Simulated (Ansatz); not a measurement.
Dissociation curve of GaH, singlet.

- RKS-PBE = restricted PBE/cc-pVTZ (Ansatz, an electronic-structure program)
- UKS-PBE = Ansatz with unrestricted PBE/cc-pVTZ
- UKS-CAM-B3LYP = unrestricted CAM-B3LYP/cc-pVTZ (Ansatz)
- FCI = full CI/cc-pVTZ, cores with 3d frozen (Ansatz)

Energies relative to the lowest point of each curve near equilibrium, in kJ/mol; the last columns give the error against full CI:

```tsv
R / Å	RKS-PBE	UKS-PBE	UKS-CAM-B3LYP	FCI	RKS-PBE − FCI	UKS-PBE − FCI	UKS-CAM-B3LYP − FCI
1.27	144.6	144.6	136.4	149.0	-4.4	-4.4	-12.6
1.34	89.9	89.9	82.7	92.0	-2.1	-2.1	-9.3
1.44	39.6	39.6	34.2	39.9	-0.3	-0.3	-5.7
1.50	21.1	21.1	17.0	21.0	0.2	0.2	-3.9
1.57	7.8	7.8	5.3	7.5	0.4	0.4	-2.2
1.64	1.3	1.3	0.4	1.1	0.2	0.2	-0.7
1.68	0.0	0.0	0.0	0.0	0.0	0.0	0.0
1.75	1.0	1.0	2.6	1.5	-0.6	-0.6	1.1
1.79	3.0	3.0	5.7	4.0	-1.0	-1.0	1.6
1.82	5.2	5.2	8.5	6.5	-1.3	-1.3	2.0
1.92	15.3	15.3	21.0	17.9	-2.6	-2.6	3.2
2.09	39.1	39.1	48.9	44.1	-4.9	-4.9	4.9
2.27	68.8	68.8	82.8	76.0	-7.2	-7.2	6.8
2.54	114.7	114.7	135.0	124.2	-9.5	-9.5	10.8
2.73	145.5	145.5	170.1	155.5	-10.0	-10.0	14.6
3.00	185.1	185.1	209.5	193.9	-8.9	-8.9	15.5
3.37	230.2	225.1	243.2	233.4	-3.2	-8.3	9.9
3.65	257.6	243.4	259.2	253.3	4.3	-9.9	5.9
4.19	296.6	263.5	276.5	273.4	23.2	-9.8	3.1
4.60	316.7	271.6	282.5	279.3	37.4	-7.7	3.3
5.04	331.8	276.4	285.5	281.8	50.0	-5.4	3.7
5.91	349.3	277.6	287.3	283.1	66.2	-5.5	4.2
6.68	357.0	277.7	287.6	283.2	73.8	-5.6	4.3
```

RKS-PBE is furthest from FCI at 6.68 (73.8 kJ/mol, above); its mean absolute error over the points is 13.5 kJ/mol.

UKS-PBE is furthest from FCI at 2.73 (-10.0 kJ/mol, below); its mean absolute error over the points is 4.6 kJ/mol.

UKS-CAM-B3LYP is furthest from FCI at 3.00 (15.5 kJ/mol, above); its mean absolute error over the points is 5.6 kJ/mol.

The restricted form behind RKS-PBE keeps the bonding electrons paired and can't separate into open-shell fragments. The unrestricted determinant behind UKS-PBE is spin-contaminated at 3.37 to 6.68 Å (<S²> up to 1.0, against 0.00 for a pure singlet). The unrestricted determinant behind UKS-CAM-B3LYP is spin-contaminated at 3.00 to 6.68 Å (<S²> up to 1.0, against 0.00 for a pure singlet).
